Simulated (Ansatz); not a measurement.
`CC[P+](CC)(CC)[Ag-][S]C`, charge 0, multiplicity 1.

Task: Give a relaxed structure at PBE0-D4/def2-TZVP (the Gaussian-basis code of Ansatz). (Best estimate.)

Result: Computed: 
```xyz
28

C    -1.923    1.367    1.238
C    -1.512   -0.032    0.805
P    -0.210   -0.018   -0.480
C    -1.003    0.738   -1.948
C    -2.333    0.150   -2.391
C    -0.020   -1.783   -0.924
C     0.715   -2.580    0.144
Ag    1.774    1.054    0.182
S     3.723    2.162    0.783
C     4.274    1.330    2.305
H    -1.058    1.942    1.579
H    -2.642    1.322    2.059
H    -2.390    1.922    0.422
H    -1.098   -0.582    1.654
H    -2.372   -0.605    0.443
H    -0.260    0.673   -2.749
H    -1.102    1.804   -1.727
H    -3.096    0.245   -1.616
H    -2.703    0.671   -3.276
H    -2.246   -0.908   -2.648
H    -1.004   -2.216   -1.125
H     0.541   -1.804   -1.863
H     0.162   -2.600    1.086
H     0.855   -3.614   -0.176
H     1.700   -2.151    0.345
H     5.197    1.815    2.631
H     4.488    0.274    2.138
H     3.541    1.421    3.108
```
This is one stationary point; other conformers may exist.
